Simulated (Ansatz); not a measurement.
Consider the cleavage of the Si–Si bond: `O[SiH2][SiH2]Br` + `[OH][AlH2]` → `[AlH2][O][SiH2]Br` + `O[SiH3]`.

Program: Ansatz. Geometries: PBE0-D4/def2-TZVP. ΔE: electronic, gas phase. CBS: MP2 limit from def2 TZ/QZ plus the TZ coupled-cluster correction, frozen cores. This one scheme is used for every species. Functionals use def2-TZVPP. For Br outer-core shells are correlated without core-valence functions, which leaves a few kJ/mol of doubt a bond. Scalar relativity is left out up to krypton. One conformer a species, not always the lowest.

(1) Is it downhill or uphill in electronic energy at CCSD(T)/CBS, and by how much? (An estimate is asked.)

(2) What do these levels give: PBE-D4, r2SCAN-D4, ωB97X-V, r2SCAN, PBE0, HF/def2-TZVPP, MP2/def2-TZVPP, CCSD/def2-TZVPP, CCSD(T)/def2-TZVPP, HF/def2-QZVPP, SCS-MP2/def2-QZVPP, HF/CBS(def2)? (Estimate.)

Largest T1 diagnostic among the species: 0.012.

Results:

(1) The calculation gave: Downhill: ΔE = -126.4 kJ/mol.

(2) Ansatz gave: PBE-D4 -96.4, r2SCAN-D4 -119.4, ωB97X-V -123.5, r2SCAN -119.8, PBE0 -109.8, HF/def2-TZVPP -159.7, MP2/def2-TZVPP -135.0, CCSD/def2-TZVPP -132.9, CCSD(T)/def2-TZVPP -128.4, HF/def2-QZVPP -162.5, SCS-MP2/def2-QZVPP -139.7, HF/CBS(def2) -162.9 kJ/mol.

In def2-TZVPP, CCSD(T) changes the Hartree–Fock value by +31.4 kJ/mol (the triples alone add +4.6 kJ/mol) and MP2 by +24.8 kJ/mol. The D4 term adds +3.4 kJ/mol with B3LYP and +1.8 kJ/mol with PBE0; it sums over pairs of atoms, weighted by their polarisabilities, and B3LYP, whose exchange is more repulsive, gets the larger term.

B3LYP here is the variant with VWN-RPA as its local correlation; programs differ in this.
